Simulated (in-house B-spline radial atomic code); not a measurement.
Values are calculated unless marked as measured or tabulated.
# Stopping and range of 30 keV Te in Si

The pair potential comes from two frozen, spherical free-atom densities (PBE, B-spline radial code, scalar-relativistic past argon): electrostatics plus the change in Thomas-Fermi kinetic and Dirac exchange energy where they overlap, the recipe behind the universal ZBL potential, which averages such potentials (from solid-state densities) over many pairs. It is written V = (Z1 Z2 e²/r) φ(r/a), with e² = 14.3996 eV·Å and a = 0.46850 Å/(Z1^0.23 + Z2^0.23); ZBL's fit is φ = 0.18175 e^(−3.1998x) + 0.50986 e^(−0.94229x) + 0.28022 e^(−0.4029x) + 0.02817 e^(−0.20162x). Where φ falls below 4e-4 it is continued as an exponential.

The target is taken as amorphous, with density 2.329 g/cm³ (NSM archive of the Ioffe Institute); channelling is ignored. Masses: Te 127.6, Si 28.09 u. Nuclear stopping is S_n = 4π a Z1 Z2 e² M1/(M1 + M2) × s_n(ε), with s_n integrated over impact parameters for each pair. Electronic stopping is Lindhard and Scharff's S_e = Z1^(1/6) 8π e² a0 Z1 Z2/(Z1^(2/3) + Z2^(2/3))^(3/2) × v/v0, with a0 = 0.529177 Å and v = v0 at 24.801 keV/u; it misses the oscillations with Z1 seen in experiment, which reach tens of per cent. Compounds add by atom fraction.

| target atom | a (Å) | ε at this energy | s_n, this pair | s_n, ZBL potential |
| --- | --- | --- | --- | --- |
| Si | 0.10854 | 0.05605 | 0.2932 | 0.2824 |

Question: What are the atom density and the stopping powers at entry?

Answer: N = 2.329 × 0.602214/28.09 = 0.04993 atoms/Å³. For Si: S_n = 11720 × 0.2932 = 3436 eV·Å², S_e = 1.7263 × √30000 = 299 eV·Å². Averaged over the target's atoms and times N × 10 Å/nm, the ion loses N S_n = 1720 eV/nm to recoils and N S_e = 149 eV/nm to electrons; the nuclear share is 92 %.

Along the track:

```
E (keV)  N S_n (eV/nm)  N S_e (eV/nm)
    1.5            573           33.4
    4.5            933           57.8
      9           1210           81.8
     15           1430            106
   22.5           1600            129
     30           1720            149
```

Question: Estimate the path length and the projected range.

Answer: With continuous slowing down the path is the integral of dE/(N (S_n + S_e)). Trapezoids over the table give 21.1 nm, and the stretch below the first row, with stopping taken as √E, adds 2E/(N S) = 4.9 nm: 26 nm in all, against 25.7 nm on a fine grid from 5 eV. Deflections shorten the depth: to first order in the energy passed on, N (S_n + S_e) dR_p/dE = 1 − N S_n (M2/M1) R_p/(2E), summed over the target's atoms, and integrating this on the fine grid gives R_p = 21.7 nm, 0.84 of the path. Lindhard's rule of thumb R/(1 + M2/3M1), with mean M2/M1 = 0.22, gives 24 nm. On the ZBL potential the same equation gives 22.5 nm, and the full integral equation, which keeps hard collisions, 22.8 nm.
